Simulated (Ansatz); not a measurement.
## Scan of the C2–H5 bond length

CH2BrF (SMILES FCBr), closed shell, at its PBE0-D4/def2-TZVP minimum:

```
5
angstrom
F 0.6869 1.1707 0.1630
C 0.1500 -0.0667 0.0766
Br -1.5449 -0.0125 -0.8552
H 0.8077 -0.7136 -0.5004
H -0.0497 -0.4515 1.0746
```

The bond length C2–H5 (1.088 Å at the minimum) is set to the values below, with the rest relaxed at PBE0-D4/def2-TZVP at each step. Each method's energies count from its own value at the PBE0-D4 minimum structure. Ansatz 0.2.0; basis: def2-TZVPP; cores frozen in the correlated methods. Filled d shells of the heavier atoms are correlated. The def2 sets are not built for correlating such inner shells, so the correlated values are less sure here.

CCSD(T) energies along the scan:
| bond length (Å) | CCSD(T) (kJ/mol) |
| --- | --- |
| 0.936 | 49.6 |
| 0.968 | 28.5 |
| 1.015 | 9.2 |
| 1.070 | 0.4 |
| 1.130 | 3.0 |
| 1.196 | 16.4 |
| 1.265 | 37.9 |
| 1.338 | 65.9 |
| 1.415 | 98.4 |
They count from the CCSD(T) energy at the PBE0-D4 minimum.

Minimum and curvature along this coordinate at CCSD(T): A fifth-order fit through the nearest points gives 1.085 Å, with a curvature of about 34 eV/Å².

Largest difference from the CCSD(T) curve over the scan: r2SCAN-D4 3.0; PBE0-D4 1.3; MP2 4.7 kJ/mol. Each curve counts from its own value at the minimum.

T1 diagnostic: at most 0.010.

For scale, one of the runs: CCSD(T)/def2-TZVPP, 138 basis functions (an equivalent command: `ansatz run in.yaml --threads 2`). Hardware: 2 CPU threads, shared host. Wall time 15 s; peak host memory 0.84 GiB.
